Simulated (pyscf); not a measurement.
This saddle point was located with ωB97X-D3(BJ)/def2-SVPD in PySCF.

```xyz
8

C     -1.3685    -0.4366     0.2510
H     -1.2027     0.8771     0.8381
H     -0.8808    -1.3327     0.6816
H     -2.3106    -0.7380    -0.2469
C     -0.4491     0.4458    -0.5994
O     -0.4585     1.6364     0.1798
H      0.5828     0.0372    -0.7149
H     -0.8313     0.6263    -1.6321
```
Charge -1, spin multiplicity 1.

Surface: singlet, charge -1. Lowest wavenumbers (cm⁻¹): 1739i, 242, 742, 811, 895.

Which two sides does it connect, and which bonds change?

H₃C–CH₂–O⁻ ⇌ H₂C⁻–CH₂–OH, a hydrogen shift read from left to right: C–H broken and H–O formed. At CCSD(T)/def2-TZVPPD + ΔMP2(QZVPPD) it lies +36.9 kcal/mol from the left side and +15.2 kcal/mol from the right (each side as separated species at their lowest minima found). On the reactant side the descent ends in a point that may be a rotor saddle (no frequency run), 3.6 kcal/mol over the lowest minimum found and 35.0 kcal/mol under the saddle at ωB97X-D3(BJ)/def2-TZVPD. This is the saddle that the search found; another between the same sides may lie lower. The CCSD(T) − MP2 part came from Ansatz, without density fitting, on the same reference.
